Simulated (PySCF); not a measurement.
# Löwdin shares of the frontier orbitals

GaH2(iBu), C₄H₁₁Ga.
Geometry (PBE0-D3(BJ)/def2-SVP, Å), atoms numbered from 1 in this order:
```xyz
16
C4H11Ga angstrom
Ga     0.961    1.542    1.234
H      2.539    1.541    1.270
H      0.223    2.937    1.206
C     -0.059   -0.163    1.270
C     -0.421   -0.711   -0.118
C      0.825   -1.014   -0.945
C     -1.360    0.228   -0.867
H     -0.980    0.002    1.856
H      0.544   -0.905    1.820
H     -0.959   -1.667    0.025
H      1.393   -0.091   -1.165
H      0.568   -1.475   -1.911
H      1.507   -1.695   -0.414
H     -0.879    1.202   -1.066
H     -2.275    0.430   -0.288
H     -1.661   -0.193   -1.839
```

The calculation used TDDFT CAM-B3LYP/def2-SVPD, vertical, gas phase, core orbitals frozen in the response in PySCF. The CAM-B3LYP/def2-SVPD calculation is non-relativistic and has no spin–orbit coupling, an omission that weighs most on gallium.

Kohn–Sham orbitals with the atoms that hold most of them (Löwdin shares over 4%, at most four atoms; ? is withheld):

| orbital | ε (eV) | atoms |
| --- | --- | --- |
| HOMO-3 | -10.88 | C5 22%, C7 21%, C6 20%, C4 8% |
| HOMO-2 | -10.78 | C4 26%, C5 22%, C6 12%, C7 12% |
| HOMO-1 | -9.48 | ? |
| HOMO | -8.81 | C4 34%, Ga1 24%, C5 11%, H3 7% |
| LUMO | ? | ? |
| LUMO+1 | 0.97 | Ga1 60%, H2 4%, H3 4% |
| LUMO+2 | 1.56 | Ga1 28%, C4 14%, H3 9%, H2 9% |

Q: Give the leading atoms of the HOMO-1.

A: Ga1 (bonded to C and 2 H) 39%; H2 (bonded to Ga) 26%; H3 (bonded to Ga) 25%; C4 (bonded to C, Ga and 2 H) 5%. By element: hydrogen 51% or more, gallium 39%, carbon 5% or more.

Q: Which atoms hold the LUMO, and with what shares?

A: Ga1 (bonded to C and 2 H) 57%; H3 (bonded to Ga) 9%; H2 (bonded to Ga) 9%; C4 (bonded to C, Ga and 2 H) 8%. By element: gallium 57%, hydrogen 18% or more, carbon 8% or more.

Q: What is the LUMO energy, and the HOMO–LUMO gap?

A: ε(LUMO) = -0.55 eV; the gap is 8.26 eV (0.3036 hartree).

Q: The HOMO–LUMO gap is 8.26 eV. Where does the response calculation put the lowest singlet, and from which orbitals?

A: S1 is at 4.71 eV (f = 0.0004), 3.55 eV below the gap, made of HOMO→LUMO (97%). Without the coupling terms of the response equations the lowest excitation would equal the gap.

Q: Give energy, strength and leading configuration of S1, S2, S3, S4 and S7, and follow the Löwdin shares of the leading atoms from the occupied to the empty orbital.

A: 
- S1 (4.71 eV, f 0.0004), HOMO→LUMO (97%): C4 34% → 8%, Ga1 24% → 57%, H3 7% → 9%
- S2 (5.19 eV, f 0.0001), HOMO-1→LUMO (98%): Ga1 39% → 57%, H2 26% → 9%, H3 25% → 9%
- S3 (7.15 eV, f 0.0085), HOMO→LUMO+1 (80%): C4 34% → at most 4%, Ga1 24% → 60%, H2 at most 8% → 4%
- S4 (7.31 eV, f 0.0005), HOMO-2→LUMO (93%): C4 26% → 8%, C5 22% → at most 8%, Ga1 at most 12% → 57%, H3 at most 12% → 9%
- S7 (7.80 eV, f 0.158), HOMO-1→LUMO+1 (82%): Ga1 39% → 60%, H2 26% → 4%

Löwdin shares depend on the basis, the more so with diffuse functions.

One conformer stands for the species.
